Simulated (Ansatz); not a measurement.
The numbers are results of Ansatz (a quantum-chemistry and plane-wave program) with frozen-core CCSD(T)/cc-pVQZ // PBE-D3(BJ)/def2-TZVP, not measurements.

Ansatz 0.2 input:
```yaml
crystal:
  periodic: [false, false, false]
  atoms:
    - { symbol: B, position_ang: [-1.197741, -0.206488, 0.035054] }
    - { symbol: B, position_ang: [0.41135, 0.185021, -0.124252] }
    - { symbol: O, position_ang: [1.442667, -0.41726, 0.544159] }
    - { symbol: H, position_ang: [-1.924436, 0.373267, 0.804001] }
    - { symbol: H, position_ang: [-1.74212, -0.992532, -0.700582] }
    - { symbol: H, position_ang: [0.66985, 1.087464, -0.90829] }
    - { symbol: H, position_ang: [2.309627, -0.043098, 0.312767] }
basis:
  gaussian: { orbitals: cc-pVQZ }
correlation:
  method: ccsd_t
```

Output:

```
Functional definition: HF
1691 factors; integrals over basis functions are off by at most 8.8e-4 eV
mean field evaluation 1: about -3443.0214 eV, gradient 3.3e1 eV
mean field evaluation 2: about -3443.0215 eV, gradient 3.3e1 eV
mean field evaluation 4: about -3445.4669 eV, gradient 3.2e0 eV
mean field evaluation 8: about -3445.5072 eV, gradient 1.7e-1 eV
mean field evaluation 16: about -3445.5057 eV, gradient 5.1e-1 eV
mean field -3445.50758934 eV, -126.6200684593 hartree, gradient 1.5e-6 eV, S^2 0.000000; 0 other end points of the search recorded, 0 dependent functions left out
3 core orbitals not correlated
reference -3445.50758934 eV, -126.6200684593 hartree; 8, 8 occupied and 274, 274 virtual orbitals, 1691 factors
second order -12.89300759 eV of doubles, -0.00000000 eV of singles
cycle   1  -13.16622903 eV  change   -2.7e-1 eV  update   7.8e-2
cycle   2  -13.50316946 eV  change   -3.4e-1 eV  update   2.4e-2
cycle   3  -13.58256055 eV  change   -7.9e-2 eV  update   1.4e-2
cycle   4  -13.57089279 eV  change    1.2e-2 eV  update   3.7e-3
cycle   5  -13.57111764 eV  change   -2.2e-4 eV  update   1.9e-3
cycle   6  -13.57140798 eV  change   -2.9e-4 eV  update   5.6e-4
cycle   7  -13.57113274 eV  change    2.8e-4 eV  update   2.4e-4
cycle   8  -13.57114197 eV  change   -9.2e-6 eV  update   1.2e-4
cycle   9  -13.57119895 eV  change   -5.7e-5 eV  update   5.8e-5
cycle  10  -13.57116978 eV  change    2.9e-5 eV  update   2.3e-5
cycle  11  -13.57117822 eV  change   -8.4e-6 eV  update   8.7e-6
perturbative correction -0.48199938 eV, -0.0177131504 hartree
Total energy: -3459.56076694 eV, -127.1365132106 hartree
```

Cost: roughly 30 core-minutes.
